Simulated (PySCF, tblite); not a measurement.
Isomers of CH6FO3Si3 (doublet state), one GFN2-xTB conformer each. Single-point energies are computed at B3LYP/pcH-1 (PySCF, gas phase, no added dispersion term), electronic only. GFN2-xTB treats the open shell by occupation alone, and not every SCF solution was tested for stability.

```json
{"SMILES": "[CH2][Si]1(F)O[SiH2]O[SiH2]O1", "GFN2-xTB relative energy (kJ/mol)": "0.0"}
{"SMILES": "F[Si@@]1(O[SiH3])O[CH][SiH2]O1", "GFN2-xTB relative energy (kJ/mol)": "144.8"}
```

Conformers: `[CH2:1][Si:2]1([F:3])[O:4][SiH2:5][O:6][SiH2:7][O:8]1` (doublet state) with H–C1–Si2–F3 177° and -2°; `[F:1][Si@@:2]1([O:3][SiH3:4])[O:5][CH:6][SiH2:7][O:8]1` (doublet state) with F1–Si2–O3–Si4 4°.

What does B3LYP/pcH-1 give for the same structures?

```json
{"SMILES": "[CH2][Si]1(F)O[SiH2]O[SiH2]O1", "B3LYP/pcH-1 E (Eh)": "-1236.04704", "B3LYP/pcH-1 (kJ/mol)": "0.0", "GFN2-xTB (kJ/mol)": "0.0", "point group": "near Cs"}
{"SMILES": "F[Si@@]1(O[SiH3])O[CH][SiH2]O1", "B3LYP/pcH-1 E (Eh)": "-1235.97286", "B3LYP/pcH-1 (kJ/mol)": "194.8", "GFN2-xTB (kJ/mol)": "144.8", "point group": "C1"}
```

Both levels put the same isomer lowest. 

What happens when harmonic zero-point energies from GFN2-xTB frequencies are added?

| SMILES | ZPE (kJ/mol) | electronic (kJ/mol) | with ZPE (kJ/mol) |
| --- | --- | --- | --- |
| [CH2][Si]1(F)O[SiH2]O[SiH2]O1 | 194.8 | 0.0 | 0.0 |
| F[Si@@]1(O[SiH3])O[CH][SiH2]O1 | 189.4 | 194.8 | 189.4 |

The zero-point energies span 5.4 kJ/mol. The order is unchanged.
